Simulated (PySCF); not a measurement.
MgSb⁻ at B97-3

Level: B97-3. Mg aug-cc-pVDZ, Sb aug-cc-pVDZ-PP with ECP28; scalar-relativistic core potentials (PySCF 2.14).

For MgSb⁻, the state is ³Π (triplet), unpaired electrons σ ↑, π ↑ and the bond length is 2.738 Å. The harmonic wavenumber is 238 cm⁻¹, the force constant is 0.670 mdyn/Å and the rotational constant Be is 0.1124 cm⁻¹. The anharmonicity ωexe is 1.84 cm⁻¹. The vibration–rotation constant αe is 0.000900 cm⁻¹. The well depth De to Mg + Sb⁻ is 102 kJ/mol. The dissociation energy D0 is 100 kJ/mol and the bond order (Mayer) is 1.32. The dipole moment (positive dipole points towards Sb; it is taken about the centre of mass and depends on that origin) is 2.46 D.

These are scalar-relativistic numbers at best; spin–orbit coupling would shift them, the dissociation energy most. For an ion De counts to the pair picked by the measured ionisation energies or electron affinities, which need not be the lowest pair at this level. The state is the lowest determinant that a PBE0 search found; another state may lie lower at other levels.
